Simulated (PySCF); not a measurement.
Compound: C6H13N.
Cartesian coordinates in Å at the PBE0-D3(BJ)/def2-SVP level; atoms count from 1:
```
atom  x, y, z in Å
C1     2.4719   -0.9674   -0.5514
N2     1.6421   -0.1137    0.2620
C3     0.2233   -0.3391    0.1225
C4    -0.3462    0.1066   -1.2255
C5    -1.8566    0.2388   -0.9843
C6    -2.0222    0.4532    0.5403
C7    -0.5989    0.4900    1.1044
H8     3.5339   -0.7747   -0.3373
H9     2.2874   -2.0563   -0.4139
H10    2.3155   -0.7462   -1.6188
H11    1.9014   -0.2140    1.2403
H12   -0.0430   -1.4154    0.2649
H13   -0.1058   -0.5779   -2.0527
H14    0.1068    1.0836   -1.4639
H15   -2.3841   -0.6729   -1.3041
H16   -2.2869    1.0636   -1.5712
H17   -2.5820    1.3693    0.7796
H18   -2.5885   -0.3799    0.9850
H19   -0.1922    1.5152    1.0910
H20   -0.5331    0.1231    2.1412
```

Method: TDDFT PBE0/def2-SVPD, vertical, gas phase, core orbitals frozen in the response in PySCF.

Computed singlets with f of 0.002 or more:

```json
{"state": "S1", "λ (nm)": "209.1", "f": "0.0064"}
{"state": "S2", "λ (nm)": "190.8", "f": "0.0052"}
{"state": "S3", "λ (nm)": "185.3", "f": "0.015"}
{"state": "S4", "λ (nm)": "182.6", "f": "0.062"}
{"state": "S5", "λ (nm)": "167.7", "f": "0.012"}
{"state": "S6", "λ (nm)": "163.9", "f": "0.0056"}
```

**Question.** Give A, τ, |μ| and ∫σ dE for each state.

**Answer.** For one non-degenerate pair of states in vacuum, A = 0.6670 f ν̃² s⁻¹ with ν̃ in cm⁻¹, τ = 1/A, |μ|² = 3f / (2ΔE) in atomic units, and the integrated cross-section is ∫σ dE = 109.76 f Mb·eV.

```json
{"state": "S1", "A (s⁻¹)": "9.7×10⁶", "τ": "100 ns", "|μ| (D)": "0.53", "∫σ dE (Mb·eV)": "0.7"}
{"state": "S2", "A (s⁻¹)": "9.6×10⁶", "τ": "100 ns", "|μ| (D)": "0.46", "∫σ dE (Mb·eV)": "0.58"}
{"state": "S3", "A (s⁻¹)": "3.0×10⁷", "τ": "33 ns", "|μ| (D)": "0.78", "∫σ dE (Mb·eV)": "1.7"}
{"state": "S4", "A (s⁻¹)": "1.2×10⁸", "τ": "8 ns", "|μ| (D)": "1.56", "∫σ dE (Mb·eV)": "6.8"}
{"state": "S5", "A (s⁻¹)": "2.7×10⁷", "τ": "36 ns", "|μ| (D)": "0.64", "∫σ dE (Mb·eV)": "1.3"}
{"state": "S6", "A (s⁻¹)": "1.4×10⁷", "τ": "72 ns", "|μ| (D)": "0.44", "∫σ dE (Mb·eV)": "0.62"}
```

Leading configurations: S1 H→L (79%); S2 H→L+1 (69%); S3 H→L+2 (82%); S4 H→L+3 (87%); S5 H→L+4 (89%); S6 H→L+5 (91%) (H = HOMO, L = LUMO).

Only emission to the ground state at the vertical energy is counted.

**Question.** Suppose S1 emitted 0.3 eV lower with the same transition dipole. How would A change?

**Answer.** At fixed |μ|, A goes as the cube of the energy: (5.63/5.93)³ = 0.86, which makes τ about 120 ns.

**Question.** What is the integrated cross-section of all computed states together?

**Answer.** Σf = 0.107 over S1 to S6, so 109.76 × Σf ≈ 11.7 Mb·eV.

**Question.** By what factor does the largest A in the list exceed the smallest?

**Answer.** S4 has 13 times the rate of S2.

One conformer stands for the species.
